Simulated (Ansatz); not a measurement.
The cluster Ca7⁻. Total charge -1; doublet. Geometry PBE/def2-SVPD.

```xyz
7

Ca    0.805    2.824   -1.425
Ca   -0.828   -0.339   -3.155
Ca   -1.657    0.661    0.365
Ca    1.310    2.039    2.243
Ca    0.012   -1.541    2.864
Ca    1.653   -0.660   -0.367
Ca   -1.296   -2.984   -0.526
```

At PBE/def2-TZVPD the highest occupied level of the charge -1 doublet lies above zero (up to 0.15 eV). It is a level of α spin, whose loss leaves a singlet; that state wasn't run at this geometry and level. The electron is either unbound and held by the finite basis, or the level is raised by self-interaction error. At PBE0/def2-TZVPD, BHLYP/def2-TZVPD the charge -1 doublet is spin-contaminated (final ⟨S²⟩ up to 0.86, 0.75 for a pure state). The structure comes from a short search, and lower isomers may exist.

Q: Estimate the α-spin orbital energies around the gap (eV) in Ansatz with PBE/def2-TZVPD, PBE0/def2-TZVPD, BHLYP/def2-TZVPD.

A: 
| orbital | PBE/def2-TZVPD | PBE0/def2-TZVPD | BHLYP/def2-TZVPD |
| --- | --- | --- | --- |
| HOMO−9 | -23.71 | -26.41 | -28.82 |
| HOMO−8 | -23.71 | -26.40 | -28.82 |
| HOMO−7 | -2.89 | -4.06 | -4.93 |
| HOMO−6 | -1.71 | -2.58 | -3.17 |
| HOMO−5 | -1.66 | -2.46 | -2.99 |
| HOMO−4 | -1.08 | -1.72 | -2.07 |
| HOMO−3 | -0.49 | -0.94 | -1.14 |
| HOMO−2 | -0.48 | -0.92 | -1.12 |
| HOMO−1 | -0.46 | -0.88 | -1.07 |
| HOMO | 0.15 | -0.35 | -0.50 |
| LUMO | 0.31 | 0.68 | 1.36 |
| LUMO+1 | 0.35 | 0.82 | 1.42 |
| LUMO+2 | 0.38 | 0.82 | 1.45 |
| LUMO+3 | 0.39 | 0.85 | 1.46 |
| LUMO+4 | 0.69 | 1.17 | 1.76 |
| LUMO+5 | 0.70 | 1.18 | 1.76 |
| β HOMO | -0.41 | -0.83 | -1.02 |
| β LUMO | 0.36 | 0.70 | 1.37 |
